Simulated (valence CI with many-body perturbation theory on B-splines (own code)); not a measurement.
**Sc: calculation against measured levels**

Method: configuration interaction combined with many-body perturbation theory (CI+MBPT): three valence electrons over a frozen Dirac-Fock core [Ar], a basis of 9 s, 9 p, 10 d, 8 f, 5 g, 3 h, 1 i functions for each j, with the one-electron correlation potential Σ1 (screened to all orders), the two-electron term Σ2, the three-electron term Σ3, Breit, model QED; selected single and double excitations, second order for the rest (own B-spline code, finite nucleus).

Set against measurement, 36 paired levels are off by 392 cm⁻¹ on average, the worst by 1105. These come from a selection out of the NIST Handbook of Basic Atomic Spectroscopic Data. Levels without a partner in it may be off by more, other configurations by 1,000 to 4,000 cm⁻¹.

Measured levels: NIST Handbook of Basic Atomic Spectroscopic Data (Sansonetti and Martin, J. Phys. Chem. Ref. Data 34, 1559 (2005)). Pairs share parity and J, and are chosen by configuration, term and nearness in energy; levels without a clear partner are left out. Energies in cm⁻¹ above the measured ground level. The last column is blank where CI alone has no clear partner.

Names give the largest LS component (configuration and term), which can be under half, so a name can repeat, a term be missing and a line seem to break the LS rules; names also repeat where a configuration has a term twice. Letters in brackets count levels of one name in rising energy.

| Computed label | Label in the source | Measured | Computed | Difference | CI alone, difference |
| --- | --- | --- | --- | --- | --- |
| 3d 4s2 2D_3/2 | 3d 4s2 2D | 0 | 0.0 | 0 | 0 |
| 3d 4s2 2D_5/2 | 3d 4s2 2D | 168.3 | 169.3 | +1 | -40 |
| 3d2 4s 4F_3/2 | 3d2(3F) 4s 4F | 11520.0 | 10633.5 | -886 | +7508 |
| 3d2 4s 4F_5/2 | 3d2(3F) 4s 4F | 11557.7 | 10672.1 | -886 | +7495 |
| 3d2 4s 4F_7/2 | 3d2(3F) 4s 4F | 11610.3 | 10725.3 | -885 | +7476 |
| 3d2 4s 4F_9/2 | 3d2(3F) 4s 4F | 11677.4 | 10792.9 | -884 | +7443 |
| 3d2 4s 2F_5/2 | 3d2(3F) 4s 2F | 14926.1 | 14083.9 | -842 | +5855 |
| 3d2 4s 2F_7/2 | 3d2(3F) 4s 2F | 15041.9 | 14200.8 | -841 | +5822 |
| 3d 4s 4p 4F°_3/2 | 3d 4s(3D) 4p 4F° | 15672.6 | 15509.6 | -163 | -1804 |
| 3d 4s 4p 4F°_5/2 | 3d 4s(3D) 4p 4F° | 15756.6 | 15594.0 | -163 | -1813 |
| 3d 4s 4p 4F°_7/2 | 3d 4s(3D) 4p 4F° | 15881.8 | 15722.1 | -160 | -1833 |
| 3d 4s 4p 4D°_1/2 | 3d 4s(3D) 4p 4D° | 16009.8 | 15803.7 | -206 | -1145 |
| 3d 4s 4p 4D°_3/2 | 3d 4s(3D) 4p 4D° | 16021.8 | 15818.0 | -204 |  |
| 3d 4s 4p 2D°_5/2 [a] | 3d 4s(1D) 4p 2D° | 16022.7 | 15820.9 | -202 |  |
| 3d 4s 4p 4F°_9/2 | 3d 4s(3D) 4p 4F° | 16026.6 | 15866.1 | -161 | -1854 |
| 3d 4s 4p 2D°_3/2 [a] | 3d 4s(1D) 4p 2D° | 16096.9 | 15893.2 | -204 |  |
| 3d 4s 4p 4D°_5/2 | 3d 4s(3D) 4p 4D° | 16141.1 | 15936.6 | -204 | -1189 |
| 3d 4s 4p 4D°_7/2 | 3d 4s(3D) 4p 4D° | 16210.9 | 16006.5 | -204 | -1186 |
| 3d 4s 4p 4P°_1/2 | 3d 4s(3D) 4p 4P° | 18504.1 | 18413.6 | -90 | -1125 |
| 3d 4s 4p 4P°_3/2 | 3d 4s(3D) 4p 4P° | 18515.7 | 18427.2 | -88 | -1126 |
| 3d 4s 4p 4P°_5/2 | 3d 4s(3D) 4p 4P° | 18571.4 | 18478.8 | -93 | -1162 |
| 3d 4s 4p 2P°_1/2 [a] | 4s2 4p 2P° | 18711.0 | 18776.4 | +65 | -7294 |
| 3d 4s 4p 2P°_3/2 [a] | 4s2 4p 2P° | 18855.7 | 18914.9 | +59 | -7221 |
| 3d 4s 4p 2F°_5/2 [a] | 3d 4s(1D) 4p 2F° | 21032.8 | 20827.1 | -206 | -1039 |
| 3d 4s 4p 2F°_7/2 [a] | 3d 4s(1D) 4p 2F° | 21085.8 | 20881.1 | -205 | -1039 |
| 3d 4s 4p 2P°_1/2 [b] | 3d 4s(1D) 4p 2P° | 24656.7 | 24606.7 | -50 | -1593 |
| 3d 4s 4p 2P°_3/2 [b] | 3d 4s(1D) 4p 2P° | 24656.9 | 24614.8 | -42 | -1658 |
| 3d 4s 4p 2D°_3/2 [b] | 3d 4s(3D) 4p 2D° | 24866.2 | 24492.6 | -374 | +717 |
| 3d 4s 4p 2D°_5/2 [b] | 3d 4s(3D) 4p 2D° | 25014.2 | 24640.9 | -373 | +683 |
| 3d 4s 4p 2F°_5/2 [b] | 3d 4s(3D) 4p 2F° | 25584.6 | 25200.3 | -384 | +288 |
| 3d 4s 4p 2F°_7/2 [b] | 3d 4s(3D) 4p 2F° | 25724.7 | 25335.7 | -389 | +260 |
| 3d2 4p 4G°_5/2 | 3d2(3F) 4p 4G° | 29022.8 | 27919.0 | -1104 | +5730 |
| 3d2 4p 4G°_7/2 | 3d2(3F) 4p 4G° | 29096.2 | 27992.3 | -1104 | +5719 |
| 3d2 4p 4G°_9/2 | 3d2(3F) 4p 4G° | 29189.8 | 28085.4 | -1104 | +5700 |
| 3d2 4p 4G°_11/2 | 3d2(3F) 4p 4G° | 29303.5 | 28198.8 | -1105 | +5671 |
| 3d 4s 4p 2P°_1/2 [c] | 3d 4s(3D) 4p 2P° | 30573.2 | 30671.7 | +98 | -1725 |
| 3d 4s 4p 2P°_3/2 [c] | 3d 4s(3D) 4p 2P° | 30706.7 | 30804.2 | +98 | -1753 |

Over 36 excited levels the mean absolute difference is 392 cm⁻¹, the median 204 and the largest 1105. For the 33 levels that pair on every rung the mean is CI alone 3150, + Σ1 1390, + Σ2 427, + Σ3 366, + Breit 398, + QED 410. The comparison draws on a selection of the measured levels: 37 of the 65 computed ones have a partner in it, and others may be off by more.

Rates against NIST Handbook of Basic Atomic Spectroscopic Data (Sansonetti and Martin, J. Phys. Chem. Ref. Data 34, 1559 (2005)):

| λ vac, measured (nm) | Upper | Lower | A computed (s⁻¹) | A tabulated (s⁻¹) |
| --- | --- | --- | --- | --- |
| 327.08 | 3d 4s 4p 2P°_1/2 [c] | 3d 4s2 2D_3/2 | 2.99e+08 | 3.13e+08 |
| 327.46 | 3d 4s 4p 2P°_3/2 [c] | 3d 4s2 2D_5/2 | 2.69e+08 | 2.81e+08 |
| 390.86 | 3d 4s 4p 2F°_5/2 [b] | 3d 4s2 2D_3/2 | 1.47e+08 | 1.66e+08 |
| 391.29 | 3d 4s 4p 2F°_7/2 [b] | 3d 4s2 2D_5/2 | 1.61e+08 | 1.79e+08 |
| 393.45 | 3d 4s 4p 2F°_5/2 [b] | 3d 4s2 2D_5/2 | 1.35e+07 | 1.62e+07 |
| 399.77 | 3d 4s 4p 2D°_5/2 [b] | 3d 4s2 2D_3/2 | 1.48e+07 | 1.65e+07 |
| 402.15 | 3d 4s 4p 2D°_3/2 [b] | 3d 4s2 2D_3/2 | 1.53e+08 | 1.63e+08 |
| 402.48 | 3d 4s 4p 2D°_5/2 [b] | 3d 4s2 2D_5/2 | 1.56e+08 | 1.65e+08 |
